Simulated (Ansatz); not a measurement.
`BC(=C)Br` and `C=CBr` differ in one atom or group.

Ansatz, PBE0-D4/def2-TZVP geometries, multiplicity 1. 

Scalar relativity is left out up to krypton. Spin–orbit coupling is left out; it splits and shifts lone-pair levels of the heavy atoms by tenths of an eV.

```json
{"property": "HOMO energy (ωB97M-V/def2-TZVPP) / eV", "`BC(=C)Br`": "-9.80"}
{"property": "LUMO energy (PBE/def2-TZVPP) / eV", "`BC(=C)Br`": "-3.50"}
{"property": "HOMO–LUMO gap (B3LYP/def2-TZVPP) / eV", "`BC(=C)Br`": "4.69"}
{"property": "HOMO–LUMO gap (ωB97M-V/def2-TZVPP) / eV", "`BC(=C)Br`": "9.30"}
{"property": "HOMO–LUMO gap (PBE0/def2-TZVPP) / eV", "`BC(=C)Br`": "5.12"}
{"property": "size of the dipole moment (PBE/def2-TZVPP) / D", "`BC(=C)Br`": "1.72"}
```

(1) Give the same properties after the change, and the shifts. (Best estimate.)

Answers

(1) The calculation gave: 
```tsv
property	`C=CBr`	shift
HOMO energy (ωB97M-V/def2-TZVPP) / eV	-9.61	0.19
LUMO energy (PBE/def2-TZVPP) / eV	-1.36	2.14
HOMO–LUMO gap (B3LYP/def2-TZVPP) / eV	6.62	1.93
HOMO–LUMO gap (ωB97M-V/def2-TZVPP) / eV	11.39	2.09
HOMO–LUMO gap (PBE0/def2-TZVPP) / eV	7.08	1.96
size of the dipole moment (PBE/def2-TZVPP) / D	1.33	-0.39
```

With PBE0 the HOMO rises by 0.22 eV and the LUMO rises by 2.17 eV, so the gap widens by about 1.95 eV. PBE moves the HOMO by 0.26 eV and ωB97M-V by 0.19 eV. The zero-point energy changes by -29.0 kJ/mol with -6 modes. Dipoles are sizes alone; their direction can turn.

B3LYP here is the variant with VWN-RPA as its local correlation; programs differ in this.
